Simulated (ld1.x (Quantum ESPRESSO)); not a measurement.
**Varying the TM potential for F (Z = 9)**

Base potential:

```json
{
 "Element": "fluorine",
 "Generator": "ld1.x (Quantum ESPRESSO) 7.5",
 "Type": "norm-conserving Troullier–Martins (Kleinman–Bylander form)",
 "Functional": "PBEsol",
 "Relativity": "scalar-relativistic",
 "Frozen core": "[He]",
 "Valence charge": "7",
 "Reference configuration": "2s1.75 2p5.25",
 "Partial waves": "2p (bound): rc 1.60 bohr; 3d channel at -0.1 Ry: rc 1.50 bohr; 2s (bound): rc 0.55 bohr",
 "Local potential": "the s channel",
 "Core correction": "none"
}
```

All-electron outer shells of the reference configuration (PBEsol, scalar-relativistic, ld1.x):

| shell | level (eV) | outermost node (bohr) | outermost maximum (bohr) |
| --- | --- | --- | --- |
| 1s | -661.32 | – | 0.11 |
| 2s | -29.84 | 0.24 | 0.76 |
| 2p | -11.16 | – | 0.71 |

Cutoffs, loose and tight: the cutoffs (Ry, on a coarse ladder) from which the occupation-weighted sum of valence levels, in a spherical-Bessel basis at the reference potential, stays within 10 and 1 mRy of its value at 400 Ry. They do not see the model core or the augmentation charge, which bear on the density cutoff. Test errors are all-electron minus pseudo excitation energies from the reference, over the configurations 2s2 2p5; 2s2 2p4; 2s2 2p3; 2s2 2p2; 2s2 2p4.5; 2s2 2p1; 2s1 2p5. A dash means not determined; rows that change the core or the reference have their own tests.

A true bound ghost makes a file unfit for plane-wave use even where its test errors are small: the radial tests pick states by their node count and pass the ghost by.

Cutoffs are not given where the Bessel-basis levels miss the radial ones by over 6 mRy, ghosts where they miss by over 20 mRy; a channel whose overlap is not positive is not tested.

| change | outcome | cutoff, loose | cutoff, tight | bound ghosts | largest test error (meV) |
| --- | --- | --- | --- | --- | --- |
| base | generated | 230 Ry | 300 Ry | none | +4120 |
| local potential the d channel | generated | 230 Ry | 300 Ry | none | +4227 |
| functional PBE | generated | 230 Ry | 300 Ry | none | +4167 |
| wave 3d channel at -0.1 Ry: rc 1.50 bohr becomes 3d channel at -0.1 Ry: rc 1.24 bohr | generated | 230 Ry | 300 Ry | none | +4120 |

(1) What comes out with this change to the base: all radii scaled by about 0.79 (s 0.44, p 1.26, d 1.18 bohr)?

(2) What comes out with this change to the base: type RRKJ; local potential all-electron potential smoothed inside 1.35 bohr (lloc = -1)?

(3) What comes out with this change to the base: wave 2s (bound): rc 0.55 bohr becomes 2s (bound): rc 0.50 bohr?

Results:

(1) outcome: generated; bound ghosts: none; largest test error (meV): +1840.

(2) outcome: generated; cutoff, loose: 230 Ry; cutoff, tight: 300 Ry; bound ghosts: s; largest test error (meV): +4543.

(3) outcome: generated; cutoff, loose: 300 Ry; cutoff, tight: over 300 Ry; bound ghosts: none; largest test error (meV): +4152.
